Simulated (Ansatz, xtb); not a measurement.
**A geometry optimisation of CH7B2O+ with r2SCAN-D4/def2-SVP**

The starting geometry of this gas-phase singlet was built from a drawn formula by distance geometry and a force field; its bonds are those of `[BH+][BH2-][OH+]C`.

```xyz
11

C    -0.1191   -0.4162    1.5996
B     1.2731    1.2129   -0.6342
B    -0.4972    0.8488   -0.3461
O    -0.6619    0.7954    1.1673
H     1.4618    0.1491   -1.2928
H    -1.3609    0.1742   -0.8816
H    -0.5892    1.9737   -0.7373
H    -0.0891    1.5316    1.5052
H    -0.6219   -1.2942    1.2105
H     1.0033   -0.4970    1.3160
H    -0.1560   -0.4227    2.7055
```

Problem. Predict what becomes of its bonds when it is optimised with r2SCAN-D4/def2-SVP.

Solution. It rearranges to `BB[OH+]C`. Contacts that open: B3–H6 (1.22 → 2.51 Å). Contacts that close: B2–H6 (2.84 → 1.21 Å).

The energy falls by 5.23 eV over 36 steps:

| step | E − E(last) (eV) |
| --- | --- |
| 1 | 5.233 |
| 5 | 1.073 |
| 9 | 0.674 |
| 13 | 0.416 |
| 17 | 0.063 |
| 20 | 0.004 |
| 24 | 0.001 |
| 28 | 0.001 |
| 32 | 0.000 |
| 36 | 0.000 |

Final geometry (Å):

```xyz
11

C     0.0028   -0.4295    1.8317
B     0.1690    0.3179   -1.3465
B    -0.1844    1.3602   -0.0921
O    -0.2396    0.9355    1.2830
H     1.3046    0.1657   -1.7223
H    -0.7058   -0.2695   -1.9323
H    -0.4220    2.5331   -0.1864
H    -0.4413    1.6062    1.9659
H     0.1378   -1.0769    0.9588
H     0.9093   -0.3778    2.4457
H    -0.8874   -0.7092    2.4065
```

From the same start GFN2-xTB reaches the same bonding as this run.

The end wasn't checked by frequencies. Run with Ansatz 0.2.0, 99 s on 1 thread of Arm Neoverse V2, with other jobs on the host.
